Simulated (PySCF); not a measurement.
All values below come from PBE-D3(BJ)/def2-TZVP // B3LYP-D3(BJ)/def2-TZVP (PySCF). Isolated molecules, 0 K electronic values unless said otherwise. One relaxed conformer stands for a flexible species; it need not be the lowest. Excitations are Tamm–Dancoff values on a coarser integration grid. The basis has no diffuse functions, so Rydberg states are missing or too high.

Reference species (SMILES): `S[SeH]` (H–S–Se–H torsion 90°) (neutral, multiplicity 1).

* **S1 excitation (TDA)**: 3.92 eV
* **LUMO**: -2.44 eV
* **T1 excitation (TDA)**: 3.24 eV

Changed species: `CSS` (C–S–S–H torsion 87°) (X = methylthio; the reference has X = selanyl).

**Question.** Give the shifts of the S1 excitation (TDA), LUMO and T1 excitation (TDA).

**Answer.** the S1 excitation (TDA) goes up by 0.47 eV, to 4.39 eV; the LUMO increases by 0.78 eV, to -1.66 eV; the T1 excitation (TDA) goes up by 0.44 eV, to 3.68 eV.
